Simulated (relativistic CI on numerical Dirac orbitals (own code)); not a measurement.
## Hyperfine structure of Cu10+, mass number 63

Calculated at this level of theory: Dirac-Coulomb-Breit CI, orbitals from a KLI potential per configuration, model QED (radiative potential, 1s self-energy scaled to tabulated hydrogen-like ionisation energies), unscaled Slater integrals (own radial code, finite nucleus).

Configurations in the expansion (outside the closed core [Ne]): 3s²3p⁶3d, 3s²3p⁵3d², 3s3p⁶3d², 3s²3p⁶4s, 3s²3p⁶4p, 3s²3p⁶4d, 3s²3p⁶4f, 3s²3p⁵3d4s, 3s²3p⁶5s, 3s²3p⁶5p, 3s²3p⁵3d4p, 3s²3p⁶5d, 3p⁶3d³, 3p⁵3d⁴. Double excitations out of closed p, d and f shells are left out; levels of such configurations are missing from the list, as are those of other unlisted configurations, and high levels can miss mixing partners. These lack a partner that the ground configuration has and come out too high: 3s²3p⁵3d4s, 3s²3p⁵3d4p.

Nuclear spin I = 3/2, μ = 2.2259 μN, Q = -0.22 b (tables of Stone and Pyykkö). The electronic factors are computed for point nuclear moments, without core polarisation or the Bohr-Weisskopf and QED corrections.

```json
{"Level": "3s²3p⁶3d ²D3/2", "E (cm⁻¹)": "0", "A (MHz)": "3519", "B (MHz)": "-309"}
{"Level": "3s²3p⁶3d ²D5/2", "E (cm⁻¹)": "3979", "A (MHz)": "1524", "B (MHz)": "-432"}
{"Level": "3s²3p⁵3d² ⁴D°1/2", "E (cm⁻¹)": "482283", "A (MHz)": "2944", "B (MHz)": ""}
{"Level": "3s²3p⁵3d² ⁴D°3/2", "E (cm⁻¹)": "484006", "A (MHz)": "2064", "B (MHz)": "-129"}
{"Level": "3s²3p⁵3d² ⁴D°5/2", "E (cm⁻¹)": "486888", "A (MHz)": "1320", "B (MHz)": "132"}
{"Level": "3s²3p⁵3d² ⁴D°7/2", "E (cm⁻¹)": "491108", "A (MHz)": "677.6", "B (MHz)": "682"}
{"Level": "3s²3p⁵3d² ⁴G°11/2", "E (cm⁻¹)": "510773", "A (MHz)": "3461", "B (MHz)": "2160"}
{"Level": "3s²3p⁵3d² ⁴G°9/2", "E (cm⁻¹)": "512713", "A (MHz)": "4377", "B (MHz)": "2240"}
```

Levels with J = 0, under 50 % of one LS term, or S terms without an open s electron are left out. Small factors come from cancelling terms and can be off by tens of per cent or more.

At this charge energies of transitions that change n are usually good to better than 1 %, and those within a shell (Δn = 0) to a few per cent.

**Question.** Give the hyperfine levels of 3s²3p⁶3d ²D3/2 relative to its centre of gravity.

**Answer.** With K = F(F + 1) − I(I + 1) − J(J + 1), E = AK/2 + B[¾K(K + 1) − I(I + 1)J(J + 1)]/[2I(2I − 1)J(2J − 1)]: F = 0: -13580, F = 1: -9755, F = 2: -2408, F = 3: 7841 MHz.

LS names give the leading component of a level, which can be under half, so a name can repeat, a term be missing and a line seem to break the LS rules.
